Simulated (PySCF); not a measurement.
Compound: C4H4F3S (doublet state).
Atom-mapped SMILES: `[CH2:1][S:2][C:3](=[CH2:4])[C:5]([F:6])([F:7])[F:8]` (hydrogens: H9, H10 on C1; H11, H12 on C4)

Cartesian coordinates in Å at the GFN2-xTB level; atoms count from 1:
```
atom  x, y, z in Å
C1     2.362   -0.321    0.068
S2     0.944   -1.217   -0.126
C3    -0.346   -0.035    0.076
C4    -0.231    1.204    0.552
C5    -1.666   -0.582   -0.393
F6    -2.687    0.247   -0.141
F7    -1.682   -0.807   -1.718
F8    -1.973   -1.751    0.191
H9     2.393    0.720   -0.175
H10    3.264   -0.895    0.114
H11   -1.085    1.855    0.613
H12    0.707    1.583    0.912
```

The hyperfine couplings belong to this conformer and change with its torsions.

Computed, not measured: PySCF, UKS B3LYP, pcH-1 on C F H S, non-relativistic, mean-field spin-orbit, GIAO. Geometry: GFN2-xTB, one conformer, isolated molecule. A GFN2-xTB geometry isn't a minimum of the functional, and hyperfine couplings can be far from their values at a DFT geometry. No stability test was run, so a lower SCF solution isn't excluded.

Principal values of hyperfine tensors in MHz (contact, dipolar and spin–orbit terms together), for some of the nuclei:

| atom | isotope | A1 | A2 | A3 |
| --- | --- | --- | --- | --- |
| C1 | 13C | 33.64 | 34.87 | 234.54 |
| H10 | 1H | -83.11 | -52.90 | -17.76 |
| H9 | 1H | -69.46 | -39.50 | -5.99 |
| C4 | 13C | -0.79 | 0.80 | 29.99 |
| F7 | 19F | 1.03 | 7.49 | 20.30 |
| H11 | 1H | -14.80 | -9.70 | -2.31 |
| S2 | 33S | -14.95 | -10.77 | 46.10 |
| C3 | 13C | -10.42 | 1.32 | 4.97 |

(1) Split each tensor into its isotropic and traceless parts, and turn a_iso into mT with g = 2.0042.

(2) What spin density at the nucleus of H9 lies behind its contact coupling (g_N = 5.58569)?

(3) H12 (1H, g_N = 5.58569) isn't in the table. Its spin density at the nucleus is -0.002009 bohr⁻³. What is its contact coupling?

(4) Which nucleus of the table has the largest anisotropic coupling, and what is its form?

(5) In a single crystal, with the field along each principal axis of the tensor of H9 in turn, what first-order splitting does this nucleus give (isotropic g, quadrupole terms neglected)?

## Answers

(1) a_iso is a third of the trace, T = A − a_iso, and a(mT) = a(MHz)/(g × 13.996). The tensors hold a spin–orbit part: the run splits a_iso into a_FC + a_SO, and T includes its anisotropic share.

| atom | a_iso (MHz) | a_FC | a_SO | a_iso (mT) | T1 | T2 | T3 |
| --- | --- | --- | --- | --- | --- | --- | --- |
| C1 | 101.02 | 100.76 | 0.25 | 3.601 | -67.38 | -66.15 | 133.53 |
| H10 | -51.26 | -51.35 | 0.09 | -1.827 | -31.85 | -1.65 | 33.50 |
| H9 | -38.32 | -38.41 | 0.09 | -1.366 | -31.14 | -1.18 | 32.33 |
| C4 | 10.00 | 10.05 | -0.05 | 0.356 | -10.79 | -9.20 | 19.99 |
| F7 | 9.61 | 9.62 | -0.01 | 0.342 | -8.58 | -2.11 | 10.69 |
| H11 | -8.94 | -8.93 | -0.01 | -0.319 | -5.87 | -0.76 | 6.63 |
| S2 | 6.79 | 7.12 | -0.33 | 0.242 | -21.75 | -17.56 | 39.31 |
| C3 | -1.38 | -1.31 | -0.06 | -0.049 | -9.04 | 2.69 | 6.34 |

(2) a_FC = (2μ0/3) gₑ μB g_N μN ρ(0)/(2S·h) = 800.24 MHz × g_N × ρ(0)/(2S), with ρ in bohr⁻³. With a_FC = -38.41 MHz and 2S = 1, ρ(0) = -0.008593 bohr⁻³. In magnitude that is 2.7 % of the 1/π = 0.318 of a free hydrogen atom.

(3) By the same relation, a_FC = -8.98 MHz. Its full tensor has the principal values -12.61, -9.78, -4.53 MHz.

(4) C1: -67.4, -66.1, 133.5 MHz (the dipolar term alone has -67.3, -66.5, 133.8), axial, in the ratio −1:−1:+2, the form that spin in one p orbital centred on that nucleus gives.

(5) 2 lines (I = 1/2), spaced by |A_i|/(g × 13.996): 2.48, 1.41, 0.21 mT along the axes of A1, A2 and A3.
